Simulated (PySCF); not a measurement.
## Oscillator strengths, rates and cross-sections

Compound: C4H8FNSi2.
Cartesian coordinates in Å at the GFN2-xTB level; atoms count from 1:
```
atom  x, y, z in Å
C1     3.140    0.673    1.396
C2     2.240    0.634    0.600
Si3    0.831    0.560   -0.600
C4    -0.793    1.219    0.146
C5    -1.529    0.067    0.823
F6    -1.028   -0.085    2.118
Si7   -1.201   -1.574   -0.118
N8     0.277   -1.072   -0.858
H9     3.927    0.708    2.094
H10    1.210    1.172   -1.877
H11   -1.432    1.610   -0.646
H12   -0.641    2.026    0.864
H13   -2.588    0.308    0.969
H14   -2.240   -1.827   -1.123
H15   -1.030   -2.679    0.821
H16    0.852   -1.730   -1.354
```

Level of theory: PySCF 2.14.0, density-fitted response routines, TDDFT wB97X-D/def2-SVPD, vertical, gas phase, core orbitals frozen in the response.

Computed singlets with f of 0.002 or more:

```
state  λ (nm)       f
   S2   197.7   0.012
   S4   190.8   0.011
   S5   174.8  0.0030
   S6   171.2  0.0031
   S7   165.8   0.033
   S8   164.2  0.0032
```

Problem. Turn these into Einstein A coefficients, radiative lifetimes, transition dipoles and integrated cross-sections.

Solution. A / s⁻¹ = 0.6670 f (ν̃ / cm⁻¹)² and τ = 1/A in vacuum; |μ| follows from f = (2/3) ΔE |μ|² (atomic units, 1 au = 2.5417 D); ∫σ dE = 109.76 f Mb·eV.

```
state  A (s⁻¹)       τ  |μ| (D)  ∫σ dE (Mb·eV)
   S2  2.1×10⁷   48 ns     0.72            1.3
   S4  2.1×10⁷   48 ns     0.68            1.3
   S5  6.5×10⁶  150 ns     0.33           0.33
   S6  7.0×10⁶  140 ns     0.34           0.34
   S7  7.9×10⁷   13 ns     1.07            3.6
   S8  7.8×10⁶  130 ns     0.33           0.35
```

Leading configurations: S2 H→L (46%); S4 H→L (33%); S5 H→L+1 (69%); S6 H→L+2 (60%); S7 H-1→L (37%); S8 H→L+3 (26%) (H = HOMO, L = LUMO).

Only emission to the ground state at the vertical energy is counted.

Problem. How much energy does a mole of photons resonant with S7 carry?

Solution. 7.476 eV × 96.485 = 721 kJ/mol (172 kcal/mol).

Problem. By what factor does the largest A in the list exceed the smallest?

Solution. S7 has 12 times the rate of S5.

Problem. Suppose S2 emitted 0.3 eV lower with the same transition dipole. How would A change?

Solution. At fixed |μ|, A goes as the cube of the energy: (5.97/6.27)³ = 0.86, which makes τ about 55 ns.

One conformer stands for the species.
